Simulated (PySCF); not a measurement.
Job for PySCF: D3(BJ) and D4 dispersion corrections on H2O (SMILES O).

```python
from pyscf import gto
from pyscf.dispersion import dftd3, dftd4

mol = gto.M(
    atom='''
    O    -0.00000000    0.00000000    0.38961139
    H     0.00000000    0.76498632   -0.19485569
    H     0.00000000   -0.76498632   -0.19485569
    ''',
    basis='def2-svp',
    charge=0, spin=0, verbose=0, max_memory=1800)
d3, d4 = {}, {}
for xc in ['hf', 'pbe', 'blyp', 'revpbe', 'tpss', 'r2scan', 'b3lyp', 'pbe0', 'bhlyp', 'camb3lyp', 'b2plyp']:
    d3[xc] = float(dftd3.DFTD3Dispersion(mol, xc=xc, version='d3bj', atm=False).get_dispersion()['energy'])
    print(f'D3(BJ) {xc:10s} {d3[xc]:14.8f} Eh')
for xc in ['hf', 'pbe', 'blyp', 'revpbe', 'tpss', 'r2scan', 'b3lyp', 'pbe0', 'bhlyp', 'camb3lyp', 'b2plyp']:
    d4[xc] = float(dftd4.DFTD4Dispersion(mol, xc={'camb3lyp': 'cam-b3lyp'}.get(xc, xc), atm=True).get_dispersion()['energy'])
    print(f'D4     {xc:10s} {d4[xc]:14.8f} Eh')
```

Program output:

```
D3(BJ) hf            -0.00450233 Eh
D3(BJ) pbe           -0.00035943 Eh
D3(BJ) blyp          -0.00071916 Eh
D3(BJ) revpbe        -0.00106188 Eh
D3(BJ) tpss          -0.00042042 Eh
D3(BJ) r2scan        -0.00008484 Eh
D3(BJ) b3lyp         -0.00057383 Eh
D3(BJ) pbe0          -0.00027686 Eh
D3(BJ) bhlyp         -0.00040942 Eh
D3(BJ) camb3lyp      -0.00021234 Eh
D3(BJ) b2plyp        -0.00023428 Eh
D4     hf            -0.00098317 Eh
D4     pbe           -0.00019578 Eh
D4     blyp          -0.00047287 Eh
D4     revpbe        -0.00094918 Eh
D4     tpss          -0.00026710 Eh
D4     r2scan        -0.00004686 Eh
D4     b3lyp         -0.00031026 Eh
D4     pbe0          -0.00015671 Eh
D4     bhlyp         -0.00018233 Eh
D4     camb3lyp      -0.00014972 Eh
D4     b2plyp        -0.00013382 Eh
```

The run finished.

Cost: around 0.04 core-seconds (rough).
